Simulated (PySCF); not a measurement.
Geometry:
| atom | x (Å) | y (Å) | z (Å) |
| --- | --- | --- | --- |
| Al1 | 0.003 | -0.003 | 0.001 |
| O2 | 0.114 | -0.087 | 1.997 |
| H3 | 0.036 | -1.045 | 1.841 |
| O4 | -0.109 | 0.079 | -1.994 |
| H5 | -0.032 | 1.037 | -1.840 |
| O6 | 1.997 | -0.118 | 0.100 |
| H7 | 1.833 | -0.036 | 1.056 |
| O8 | -1.991 | 0.111 | -0.096 |
| H9 | -1.830 | 0.031 | -1.052 |
| O10 | -0.090 | 1.988 | -0.124 |
| H11 | -1.047 | 1.829 | -0.046 |
| O12 | 0.096 | -1.999 | 0.128 |
| H13 | 1.052 | -1.838 | 0.052 |

Total charge -3.

Geometry: PBE0-D3(BJ)/def2-SVP; GIAO shifts from PySCF 2.14.0 with density-fitted response routines, gas phase, non-relativistic, averaged over equivalent atoms.

At PBE/pcSseg-1 (pcSseg-2 on Al) (175 basis functions, 29 s wall time on 1 thread of an Arm Neoverse V1, shared host):
| atoms | δ (ppm) |
| --- | --- |
| Al1 | 30.4 |
| O2/O4/O6/O8/O10/O12 | 74.6 |
| H3/H5/H7/H9/H11/H13 | -0.07 |

References, each an isolated molecule treated in the same way: ²⁷Al (560.82 ppm) against [Al(H2O)6]3+; ¹⁷O (334.63 ppm) against H2O; ¹H (31.20 ppm) vs TMS.

Task: Estimate the result of repeating the calculation with B3LYP/pcSseg-1 (pcSseg-2 on Al).

Result: 
| atoms | δ at B3LYP/pcSseg-1 (pcSseg-2 on Al) | change |
| --- | --- | --- |
| Al1 | 27.8 | -2.6 |
| O2/O4/O6/O8/O10/O12 | 67.4 | -7.2 |
| H3/H5/H7/H9/H11/H13 | 0.06 | +0.13 |

Scale: [Al(H2O)6]3+ for ²⁷Al (σ = 571.15 ppm); H2O for ¹⁷O (σ = 334.04 ppm); ¹H (σ = 31.38 ppm) against TMS (reference shieldings calculated alike).

The largest change is at O2/O4/O6/O8/O10/O12 (oxygen bonded to Al, H). Cost: 175 basis functions, 20 s wall time on 1 thread of an Arm Neoverse V1, shared host.

Experimental scales use liquid or dissolved standards, which lie at an offset from isolated H2O (liquid H2O: subtract about 36 ppm).
